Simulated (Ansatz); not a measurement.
B6Pt⁺. Charge 1, multiplicity 2. Geometry r2SCAN-D4/def2-SVP; atoms count from 1.

```xyz
7

Pt    0.319    1.608   -2.258
B     0.135    0.535    0.728
B     0.372    1.677   -0.377
B    -0.118   -0.670    1.714
B    -0.007    0.063   -1.081
B    -0.458   -2.140    1.276
B    -0.242   -1.073   -0.002
```

In the def2 sets Pt takes a core potential; there is no spin–orbit coupling. The structure comes from a short search, and lower isomers may exist.

Q: Estimate the Mulliken populations from the PBE0/def2-TZVP orbitals of Ansatz.

A: 
```csv
atom,charge (e),spin (α − β),d electrons
Pt1,0.43,0.02,8.63
B2,0.03,-0.07,–
B3,0.11,0.17,–
B4,0.14,0.05,–
B5,-0.08,0.05,–
B6,0.22,0.83,–
B7,0.15,-0.06,–
```
Mulliken values depend strongly on the basis.

Q: Where does the spin sit?

A: Summed by element: Pt 0.02, B 0.98, of 1 unpaired in all. Largest on single atoms: B6 0.83, B3 0.17, B2 -0.07.

Q: And the Mayer bond orders between heavy atoms (over 0.3)?

A: Pt1–B3 1.58 (1.88 Å); Pt1–B5 1.33 (1.97 Å); B2–B3 0.97 (1.61 Å); B2–B4 1.10 (1.58 Å); B2–B5 0.38 (1.88 Å); B2–B7 0.69 (1.81 Å); B3–B5 0.52 (1.80 Å); B4–B6 1.26 (1.57 Å); B4–B7 0.63 (1.77 Å); B5–B7 0.65 (1.59 Å); B6–B7 0.87 (1.68 Å).
